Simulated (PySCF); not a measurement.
A PySCF script (with the pyscf-properties extension) for the NMR shieldings of SMILES [BH2-]1[C@@H](CC)C2([NH2+]1)CC2, C6H14BN, on a GFN2-xTB geometry:

```python
import basis_set_exchange as bse
import numpy as np
from pyscf import gto, dft
from pyscf.prop import nmr

atoms = """
C     2.790289    0.107095    0.457968
C     1.452526    0.611663   -0.065979
C     0.304522   -0.235397    0.478902
B     0.090816   -1.749083   -0.127224
N    -1.330194   -1.157294   -0.782535
C    -1.050607    0.108217   -0.100383
C    -2.163709    0.854367    0.562851
C    -1.530698    1.399060   -0.687103
H     3.614453    0.679520    0.037029
H     2.915257   -0.939546    0.194582
H     2.829222    0.192039    1.541665
H     1.452367    0.564285   -1.157439
H     1.326779    1.661041    0.223440
H     0.301262   -0.143031    1.568031
H    -0.180876   -2.595546    0.655882
H     0.807550   -2.087071   -1.007840
H    -2.190017   -1.612274   -0.489794
H    -1.325364   -1.082048   -1.795356
H    -3.168607    0.459429    0.498264
H    -1.952656    1.349008    1.498577
H    -0.898478    2.268833   -0.605684
H    -2.104246    1.366120   -1.603510
"""
names = dict.fromkeys(["C", "B", "N", "H"], "pcSseg-1")
basis = {el: gto.basis.parse(bse.get_basis(n, elements=[el], fmt="nwchem")) for el, n in names.items()}
mol = gto.M(atom=atoms, basis=basis, charge=0, verbose=0)
mf = dft.RKS(mol, xc="PBE0")
mf.grids.level = 2
mf.grids.alignment = dft.numint.BLKSIZE   # the property module wants whole blocks of grid points
mf.conv_tol = 1e-9
mf.kernel()

calc = nmr.RKS(mf)   # GIAO
C = mf.mo_coeff
Co = C[:, mf.mo_occ > 0]
resp = mf.gen_response(singlet=True, hermi=2)
def vind(x):   # induced exchange potential for any number of trial vectors
    d = np.einsum("pi,xij,qj->xpq", C, 2 * x.reshape(-1, C.shape[1], Co.shape[1]), Co, optimize=True)
    return np.einsum("xpq,pi,qj->xij", resp(d - d.transpose(0, 2, 1)), C, Co, optimize=True).ravel()
mo1, _ = nmr.rhf.solve_mo1(calc, with_cphf=vind)
sigma = calc.kernel(mo1)
for i, s in enumerate(sigma):   # ppm
    w = np.linalg.eigvalsh((s + s.T) / 2)
    print("%2d %-2s iso %8.1f  s11 %8.1f  s22 %8.1f  s33 %8.1f" % (i, mol.atom_pure_symbol(i), w.mean(), *w))
```

Problem. Give the expected output.

Solution. 
```
 0 C  iso    172.3  s11    160.1  s22    168.7  s33    188.1
 1 C  iso    154.4  s11    145.9  s22    151.6  s33    165.7
 2 C  iso    157.1  s11    136.6  s22    157.7  s33    176.9
 3 B  iso    114.5  s11     99.5  s22    109.3  s33    134.7
 4 N  iso    208.4  s11    179.5  s22    204.9  s33    240.6
 5 C  iso    143.4  s11    105.1  s22    118.6  s33    206.4
 6 C  iso    166.0  s11    128.4  s22    174.4  s33    195.1
 7 C  iso    172.1  s11    138.2  s22    175.5  s33    202.6
 8 H  iso     30.7  s11     25.9  s22     27.8  s33     38.5
 9 H  iso     30.5  s11     25.6  s22     30.2  s33     35.7
10 H  iso     31.1  s11     26.6  s22     29.2  s33     37.6
11 H  iso     30.3  s11     25.9  s22     30.9  s33     34.2
12 H  iso     30.4  s11     25.0  s22     31.2  s33     35.0
13 H  iso     30.6  s11     25.1  s22     31.9  s33     34.9
14 H  iso     28.4  s11     25.0  s22     28.4  s33     31.9
15 H  iso     28.8  s11     25.0  s22     29.5  s33     32.0
16 H  iso     29.1  s11     23.6  s22     25.2  s33     38.5
17 H  iso     28.8  s11     23.8  s22     25.1  s33     37.6
18 H  iso     31.0  s11     26.2  s22     27.7  s33     39.2
19 H  iso     30.9  s11     25.6  s22     28.1  s33     39.2
20 H  iso     30.6  s11     25.2  s22     28.3  s33     38.4
21 H  iso     31.5  s11     26.5  s22     27.9  s33     40.1
```

These numbers come from an equivalent density-fitted implementation of the same equations, which agrees with the script to about 0.01 ppm for H and up to a few tenths of a ppm for heavy atoms, so last digits may differ.

Size and cost of the density-fitted run: 206 basis functions, 86 s wall time on 1 thread of an Arm Neoverse N1, shared host; peak memory 1 GiB.
